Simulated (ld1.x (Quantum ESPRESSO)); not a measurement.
u(r) = r·R(r): atom against pseudo-atom (Tl)

Columns: radius, all-electron u(r) and pseudo u(r) of the 6s shell (level -9.88 eV) of thallium in the configuration [Xe] 4f14 5d10 6s1.75 6p1.25; PBE, scalar-relativistic, TM semilocal scheme, ld1.x (Quantum ESPRESSO) 7.5.

```json
{"r (bohr)": "0.113", "all-electron": "0.1437", "pseudo": "-0.0141"}
{"r (bohr)": "0.225", "all-electron": "-0.0947", "pseudo": "-0.0290"}
{"r (bohr)": "0.338", "all-electron": "-0.2144", "pseudo": "-0.0461"}
{"r (bohr)": "0.450", "all-electron": "0.0103", "pseudo": "-0.0660"}
{"r (bohr)": "0.563", "all-electron": "0.2486", "pseudo": "-0.0905"}
{"r (bohr)": "0.675", "all-electron": "0.3518", "pseudo": "-0.1205"}
{"r (bohr)": "0.788", "all-electron": "0.3220", "pseudo": "-0.1579"}
{"r (bohr)": "0.900", "all-electron": "0.2057", "pseudo": "-0.2032"}
{"r (bohr)": "1.013", "all-electron": "0.0470", "pseudo": "-0.2579"}
{"r (bohr)": "1.125", "all-electron": "-0.1181", "pseudo": "-0.3207"}
{"r (bohr)": "1.238", "all-electron": "-0.2727", "pseudo": "-0.3908"}
{"r (bohr)": "1.350", "all-electron": "-0.4046", "pseudo": "-0.4638"}
{"r (bohr)": "1.463", "all-electron": "-0.5125", "pseudo": "-0.5360"}
{"r (bohr)": "1.575", "all-electron": "-0.5948", "pseudo": "-0.6010"}
{"r (bohr)": "1.688", "all-electron": "-0.6551", "pseudo": "-0.6549"}
{"r (bohr)": "1.800", "all-electron": "-0.6952", "pseudo": "-0.6941"}
{"r (bohr)": "1.913", "all-electron": "-0.7188", "pseudo": "-0.7183"}
{"r (bohr)": "2.025", "all-electron": "-0.7287", "pseudo": "-0.7286"}
{"r (bohr)": "2.138", "all-electron": "-0.7274", "pseudo": "-0.7274"}
{"r (bohr)": "2.250", "all-electron": "-0.7174", "pseudo": "-0.7174"}
{"r (bohr)": "2.363", "all-electron": "-0.7005", "pseudo": "-0.7005"}
{"r (bohr)": "2.475", "all-electron": "-0.6787", "pseudo": "-0.6787"}
{"r (bohr)": "2.588", "all-electron": "-0.6529", "pseudo": "-0.6529"}
{"r (bohr)": "2.700", "all-electron": "-0.6249", "pseudo": "-0.6249"}
{"r (bohr)": "2.813", "all-electron": "-0.5948", "pseudo": "-0.5948"}
{"r (bohr)": "2.925", "all-electron": "-0.5641", "pseudo": "-0.5641"}
```

**Question.** How many radial nodes do the two functions have?

**Answer.** The all-electron 6s function has n − l − 1 = 5 (the table is too coarse to show those close to the nucleus); the pseudo-wave has 0, since the states of the same l below it are removed with the core.

**Question.** At about which radius was the pseudo-wave matched?

**Answer.** 2.25 bohr. The columns agree to 0.0005 from 1.91 bohr on; several derivatives are matched, so the curves merge somewhat inside the radius.

**Question.** Is the pseudo-wave norm-conserving?

**Answer.** Yes: the TM semilocal scheme keeps the norm inside the radius equal to the all-electron one, which fixes the energy derivative of the logarithmic derivative at the level.
